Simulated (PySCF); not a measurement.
# Does the structure fit the spectrum?

A compound C₅H₈BFO₂ gives the data below (simulated from a calculation) and was assigned the structure `F[C@@H]1COB(C2CC2)O1`.

13C{1H} NMR (computed): δ 73.5 (CH, d, J = 293.6 Hz), 68.2 (CH2, 2C), 12.5 (CH2, d, J = 7.9 Hz), 3.4 (CH, d, J = 12.1 Hz).

1H NMR (400 MHz, computed): δ 4.39 (m, 1H), 4.17 (m, 2H), 4.17 (m, 2H), 1.29 (m, 1H), 0.67 (ddt, J = 11.9, 6.6, 6.3 Hz, 1H), 0.18 (m, 1H).

Level of theory: couplings computed with B3LYP/pcJ-1 (spin–dipole term only in couplings to heteroatoms), geometry: PBE0-D3(BJ)/def2-SVP, PBE0/pcSseg-1 with gauge-including orbitals, in PySCF (one computed conformer, gas phase, relativity neglected, fast rotation and ring inversion assumed for equivalent nuclei).

Referencing at the same level of theory: TMS for 1H and 13C.

Question: Compare with the shifts computed for the proposed structure, pairing carbons in order of shift.

Answer: Mapped SMILES: `[F:1][C@@H:2]1[CH2:3][O:4][B:5]([CH:6]2[CH2:7][CH2:8]2)[O:9]1`. Each H is labelled by its parent atom.

```json
{"atom": "C2", "computed for proposal": "111.7", "given list": "73.5", "difference": "+38.2"}
{"atom": "C3", "computed for proposal": "75.8", "given list": "68.2", "difference": "+7.6"}
{"atom": "C7", "computed for proposal": "6.9", "given list": "68.2", "difference": "-61.3"}
{"atom": "C8", "computed for proposal": "6.5", "given list": "12.5", "difference": "-6.0"}
{"atom": "C6", "computed for proposal": "-6.4", "given list": "3.4", "difference": "-9.8"}
```

The rms difference is 32.9 ppm and the largest -61.3 ppm at C7 (three-membered-ring carbon). The proposal also would give 5 carbon signals, not 4. The proposal doesn't fit.

Question: Which isomer fits?

Answer: `F[C@@H]1C[C@@H]1B1OCCO1`.

- δC 73.5, 12.5, 3.4: three-membered-ring carbon.
- δC 68.2: sp3 CH2 bonded to O; deshielded by the electronegative neighbour.
- δH 4.39, 1.29, 0.67, 0.18: hydrogen on a three-membered-ring carbon.
- δH 4.17, 4.17: hydrogen on an sp3 CH2 bonded to O; its carbon carries O, hence the downfield position.

Other isomers checked: C=C[C@@H]1COBO[C@H]1F (rms 51.3 ppm).

The data come from this structure; uniqueness wasn't tested.

A carbon bonded to boron is broadened by the quadrupolar boron nucleus and is often missing from a measured spectrum. C–F couplings over four or more bonds (about 3 Hz to the para carbon of a fluoroarene) are left out. Common functionals overestimate the size of one-bond C–F couplings by tens of Hz; these are unscaled. Multiplet labels drop couplings under 1 Hz and merge nearly equal ones. Couplings among chemically equivalent protons are left out too, so labels in AA′BB′ or AA′XX′ sets are apparent multiplicities. Unscaled 3J(H,H) at this level run about 10 % above measured values. Shifts are as computed. Against solution values, carbons near 30 ppm lie about +2 ppm off and those near 130 ppm about +5 ppm. Of 1313 compounds with measured shifts, 239 miss one by over three times the rms of a fit or turn the order of signals round; such compounds aren't used in these exercises. Only one conformer was computed, so three-bond couplings in flexible chains and rings are approximate.
